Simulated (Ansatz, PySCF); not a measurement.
Dimer: digermane (SMILES [GeH3][GeH3]) (first 8 atoms) with CH4 (SMILES C); geometry from B3LYP-D3(BJ)/def2-TZVP, rigid monomers moved along the line of their centres of mass till Ge1···C9 is 5.52 Å.
(charge 0, multiplicity 1):
| atom | x (Å) | y (Å) | z (Å) |
|---|---|---|---|
| Ge | -0.1882 | -1.4085 | 0.6535 |
| Ge | -0.3699 | 0.9892 | 0.2595 |
| H | 0.1695 | -2.1320 | -0.6575 |
| H | -1.5251 | -1.9702 | 1.1695 |
| H | 0.9045 | -1.7129 | 1.6910 |
| H | 1.0286 | 1.6173 | 0.1209 |
| H | -1.1031 | 1.6820 | 1.4201 |
| H | -1.1531 | 1.2549 | -1.0389 |
| C | 0.7497 | 0.5620 | 5.7231 |
| H | -0.2672 | 0.4654 | 5.3454 |
| H | 1.1619 | -0.4274 | 5.9144 |
| H | 1.3646 | 1.0740 | 4.9843 |
| H | 0.7386 | 1.1386 | 6.6469 |

Monomers are frozen at their geometry in the pair; levels with a basis set take the counterpoise correction.

Frozen-core correlation. Filled d and f shells under p-block atoms count as core.

Run with Ansatz (Gaussian orbitals); PySCF for the dispersion terms. Each number belongs to the level named beside it.

PBE/def2-TZVPPD gives -0.10 kcal/mol for the interaction energy.

### Question
Where do these levels fall relative to PBE: PBE-D3(BJ)/def2-TZVPPD, r2SCAN/def2-TZVPPD, B3LYP/def2-TZVPPD, wB97M-V/def2-TZVPPD, MP2/aug-cc-pVDZ, CCSD(T)/aug-cc-pVDZ.

### Answer
PBE-D3(BJ)/def2-TZVPPD -0.26; r2SCAN/def2-TZVPPD 0.02; B3LYP/def2-TZVPPD 0.19; wB97M-V/def2-TZVPPD -0.18; MP2/aug-cc-pVDZ -0.15; CCSD(T)/aug-cc-pVDZ -0.16 kcal/mol. 2 of 6 lie above PBE; the widest gap is to PBE-D3(BJ)/def2-TZVPPD.

Ansatz is a program for electronic structure.
